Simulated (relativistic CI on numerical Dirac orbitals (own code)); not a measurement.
Hyperfine structure of Pm³⁴⁺, mass number 147

Computed by Dirac-Coulomb-Breit CI, orbitals from a KLI potential per configuration, model QED, unscaled Slater integrals (own radial code, finite nucleus).

CI space (outside the closed core [Ne]): 3s2 3p6 3d9, 3s2 3p5 3d10, 3s 3p6 3d10, 3s2 3p6 3d8 4s, 3s2 3p6 3d8 4p, 3s2 3p6 3d8 4d, 3s2 3p4 3d10 4s, 3s2 3p4 3d10 4p, 3s2 3p5 3d9 4s, 3s2 3p6 3d8 4f, 3s2 3p4 3d10 4d, 3s2 3p5 3d9 4p, 3s 3p5 3d10 4s, 3s2 3p6 3d7 4s2, 3s 3p5 3d10 4p, 3s2 3p6 3d7 4s 4p. Levels of other configurations are missing.

Nuclear spin I = 7/2, μ = 2.58 μN, Q = 0.74 b (tables of Stone and Pyykkö). The electronic factors are computed for point nuclear moments, without core polarisation or the Bohr-Weisskopf and QED corrections.

```json
{"Level": "3s2 3p6 3d9 2D_5/2", "E (eV)": "0.000", "A (GHz)": "13.53", "B (GHz)": "-27.6"}
{"Level": "3s2 3p6 3d9 2D_3/2", "E (eV)": "25.475", "A (GHz)": "33.66", "B (GHz)": "-21.5"}
{"Level": "3s2 3p5 3d10 2P°_3/2", "E (eV)": "317.089", "A (GHz)": "66.63", "B (GHz)": "-129"}
{"Level": "3s2 3p5 3d10 2P°_1/2", "E (eV)": "436.041", "A (GHz)": "477.8", "B (GHz)": ""}
{"Level": "3s 3p6 3d10 2S_1/2", "E (eV)": "611.021", "A (GHz)": "1545", "B (GHz)": ""}
{"Level": "3s2 3p6 3d8 4s 4F_9/2", "E (eV)": "920.305", "A (GHz)": "68.95", "B (GHz)": "-17.9"}
{"Level": "3s2 3p6 3d8 4s 2F_7/2", "E (eV)": "922.672", "A (GHz)": "-41.24", "B (GHz)": "-16.5"}
{"Level": "3s2 3p6 3d8 4s 2D_3/2", "E (eV)": "928.951", "A (GHz)": "-84.58", "B (GHz)": "9.85"}
```

Levels with J = 0, under 50 % of one LS term, or S terms without an open s electron are left out. Small factors come from cancelling terms and can be off by tens of per cent or more.

At this charge energies of transitions that change n are usually good to better than 1 %, and those within a shell (Δn = 0) to a few per cent.

(1) Give the hyperfine levels of 3s2 3p6 3d9 2D_5/2 relative to its centre of gravity.

Answers

(1) With K = F(F + 1) − I(I + 1) − J(J + 1), E = AK/2 + B[¾K(K + 1) − I(I + 1)J(J + 1)]/[2I(2I − 1)J(2J − 1)]: F = 1: -167, F = 2: -132.1, F = 3: -82.62, F = 4: -22.17, F = 5: 44.51, F = 6: 111.5 GHz.

LS names give the leading component of a level, which can be under half, so a name can repeat, a term be missing and a line seem to break the LS rules.
